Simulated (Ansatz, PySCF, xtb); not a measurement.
Energy difference 0.25 R1 + 0.75 R2 → P1, each structure at its B3LYP-D3(BJ)/def2-TZVP stationary point, reached from a drawn start (curvature not checked).
P1: CH3F (SMILES CF), charge 0, multiplicity 1.
R1: CF4 (SMILES FC(F)(F)F), charge 0, multiplicity 1.
R2, CH4 (SMILES C) (charge 0, multiplicity 1, Z-matrix in Å and degrees):
```
C
H 1 1.0893
H 1 1.0893 2 109.47
H 1 1.0893 2 109.47 3 -120.00
H 1 1.0893 2 109.47 3 120.00
```

P less R. No zero-point or thermal terms.

Run with Ansatz (Gaussian basis) for Hartree–Fock, density functionals and correlated methods; PySCF for the D3/D4 terms; xtb for the GFN methods. No computed number here is a measurement.

**Question.** One of these levels gives 0.218 eV for the reaction energy. Which one is it?
(A) r2SCAN/def2-TZVPP
(B) BHLYP-D4/def2-TZVPP
(C) GFN2-xTB

**Answer.** C, GFN2-xTB. The others give 0.588 (r2SCAN/def2-TZVPP), 0.507 (BHLYP-D4/def2-TZVPP)

Ansatz is a quantum-chemistry and plane-wave program.
